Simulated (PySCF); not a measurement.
## Structure revision by computed shifts

A compound C8H10ClF gives the data below (simulated from a calculation) and was assigned the structure `CC(C)=C(C#CCF)CCl`.

13C{1H} NMR (computed): δ 156.6 (C), 126.2 (C), 92.6 (CH), 88.7 (C), 85.7 (CH2), 50.2 (CH2), 39.6 (CH2), 25.4 (CH3).

1H NMR (500 MHz, computed): δ 4.86 (m, 2H), 4.22 (s, 2H), 3.01 (s, 1H), 2.73 (m, 2H), 2.34 (s, 3H).

How the numbers were obtained: structure optimised with GFN2-xTB, PBE0/pcSseg-1 with gauge-including orbitals, in PySCF 2.14.0 with density-fitted response routines (in vacuum, relativity neglected, single conformer, one averaged value for each set of equivalent atoms).

Referencing at the same level of theory: TMS for 1H (σ = 31.72 ppm) and 13C (σ = 186.93 ppm).

Question: Compare with the shifts computed for the proposed structure, pairing carbons in order of shift.

Answer: Structure with atom numbers: `[CH3:1][C:2]([CH3:3])=[C:4]([C:5]#[C:6][CH2:7][F:8])[CH2:9][Cl:10]`. Each H is labelled by its parent atom.

```json
{"atom": "C2", "computed for proposal": "166.0", "given list": "156.6", "difference": "+9.4"}
{"atom": "C4", "computed for proposal": "121.2", "given list": "126.2", "difference": "-5.0"}
{"atom": "C6", "computed for proposal": "96.9", "given list": "92.6", "difference": "+4.3"}
{"atom": "C5", "computed for proposal": "96.8", "given list": "88.7", "difference": "+8.1"}
{"atom": "C7", "computed for proposal": "74.0", "given list": "85.7", "difference": "-11.7"}
{"atom": "C9", "computed for proposal": "51.7", "given list": "50.2", "difference": "+1.5"}
{"atom": "C1", "computed for proposal": "28.9", "given list": "39.6", "difference": "-10.7"}
{"atom": "C3", "computed for proposal": "20.9", "given list": "25.4", "difference": "-4.5"}
```

The rms difference is 7.7 ppm and the largest -11.7 ppm at C7 (propargylic sp3 CH2 bonded to F). The carbon types in order of shift don't match either: C, C, C, C, CH2, CH2, CH3, CH3 for the proposal against C, C, CH, C, CH2, CH2, CH2, CH3 in the data. The proposal doesn't fit.

Question: Which isomer fits?

Answer: `C#C/C(CCF)=C(\C)CCl`.

1. Carbon types of the structure: 3 × C, 1 × CH, 3 × CH2, 1 × CH3, which accounts for all hydrogens.
2. δC 156.6, 126.2: fully substituted alkene carbon; as expected for a trigonal carbon in a double bond.
3. δC 92.6: terminal alkyne carbon; sp carbons lie upfield of alkene carbons because the cylindrical π system leaves one tensor component strongly shielded.
4. δC 88.7: alkyne carbon; sp carbons lie upfield of alkene carbons because the cylindrical π system leaves one tensor component strongly shielded.
5. δC 85.7: sp3 CH2 bonded to F; pulled downfield by the heteroatom.

The shifts were computed for this structure.

Carbons that carry Cl, above all several Cl atoms, come out too deshielded, partly because spin–orbit coupling is missing. Splittings by 19F in the carbon and heteronuclear signals aren't shown, as no couplings were computed. Shifts are as computed. Against solution values, carbons near 30 ppm lie about +3 ppm off and those near 130 ppm about +5 ppm; carbons on Cl a further +6 ppm. Of 1211 compounds with measured shifts, 218 miss one by over three times the rms of a fit or turn the order of signals round; such compounds aren't used in these exercises. No couplings were computed; multiplicities are counted from neighbouring protons, with m where these are inequivalent, close in shift, in a saturated or five-membered ring or joined by F or P, and br s for small geminal =CH2 splittings.
